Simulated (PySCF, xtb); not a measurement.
C₄H₃F₃O, SMILES FC1=CCC(F)(F)O1.

GFN2-xTB (xtb) at its own geometry gives an orbital gap of 5.13 eV and a dipole moment of 3.79 D.

The structure is a stationary point at PBE0-D3(BJ)/def2-SVP. The structure was generated by enumeration, and PubChem lists no compound with its InChIKey, so it may never have been made. One conformer was computed; it need not be the lowest.

### Question
What does PySCF with ωB97X/def2-TZVP give? (An estimate is asked for; the answer gives what the named calculation found.)

### Answer
gap 12.36 eV (levels -9.54 and 2.82 eV), dipole 2.62 D.
